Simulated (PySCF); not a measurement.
Species: C₆H₇F₃O₂.
SMILES with atom numbers: `[O:1]=[C:2]1[CH2:3][CH2:4][O:5][C@H:6]1[CH2:7][C:8]([F:9])([F:10])[F:11]`

Structure used (GFN2-xTB), in Å, numbered top down from 1:
```xyz
18
C6H7F3O2 angstrom
O     -0.9424    1.1437    1.9985
C     -1.0379    0.5306    0.9755
C     -2.2551    0.3432    0.1045
C     -1.7834   -0.6864   -0.9238
O     -0.3767   -0.5404   -1.0070
C      0.1022   -0.2203    0.2760
C      1.3738    0.6234    0.2048
C      2.5931   -0.2062   -0.1510
F      2.5555   -0.7010   -1.3900
F      2.7593   -1.2494    0.6772
F      3.7178    0.5245   -0.0663
H     -3.1195    0.0270    0.6843
H     -2.4871    1.3037   -0.3599
H     -2.0345   -1.7038   -0.5920
H     -2.1815   -0.5277   -1.9254
H      0.2965   -1.1370    0.8631
H      1.2610    1.3955   -0.5584
H      1.5500    1.0869    1.1782
```

Probes without a nucleus sit at each ring's centroid and 1 Å off its mean plane on both sides; NICS is minus the shielding there, NICSzz its component along the normal. Level: GIAO PBE0/pcSseg-1 (PySCF, non-relativistic, gas phase) on the GFN2-xTB geometry, one conformer.

Ring bond lengths (Å), with Mayer bond orders in brackets: C2–C3 1.508 (1.00), C3–C4 1.530 (1.04), C4–O5 1.417 (0.91), O5–C6 1.406 (0.93), C6–C2 1.534 (0.91).

Give the NICS values of each ring in ppm.

```json
{"ring": "C2–C3–C4–O5–C6", "type": "5-membered ring with O; formal bonds all single", "NICS(0)": "-0.7", "NICS(1), two faces": "-2.6 / -1.9", "NICS(1)zz, two faces": "-3.7 / -4.0", "rms pucker (Å)": "0.14", "centre to ring atoms, mean (Å)": "1.24"}
```

What do they say, and how far can they be read as aromaticity?

- C2–C3–C4–O5–C6: mean NICS(1)zz -3.8 ppm, shielded. C3, C4, C6 have four or more neighbours; no verdict on aromaticity is drawn.

At the second NICS(1) probe listed for ring C2–C3–C4–O5–C6, 1 Å off the ring, what do the in-plane components average?

The isotropic value is a third of the trace: (3 × -1.9 − (-4.0))/2 = -0.8 ppm.

Give the inner angles of the rings and the Hirshfeld charges of the ring atoms.

- C2–C3–C4–O5–C6: C2 106.0° (+0.171 e), C3 102.9° (-0.083 e), C4 106.0° (+0.006 e), O5 107.9° (-0.147 e), C6 105.9° (+0.028 e); sum 528.8° against 540° for a flat convex ring.
